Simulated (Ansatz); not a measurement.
Harmonic frequencies (cm⁻¹) at PBE0-D4/def2-TZVP from Ansatz: 41, 83, 93, 178, 178, 207, 355, 429, 678, 712, 719, 853, 974, 989, 1356, 1468, 1472, 3078, 3170, 3179, 3890.

Each molecule was computed in one conformer, which needn't be the lowest.

Task: Which molecule is it?
A. `FB(F)N[SiH3]`
B. `F/C=C/[SiH3]`
C. `C[O][Ga]([F])[SH]`
D. `C[S][Ga]([OH])[F]`

Result: D.
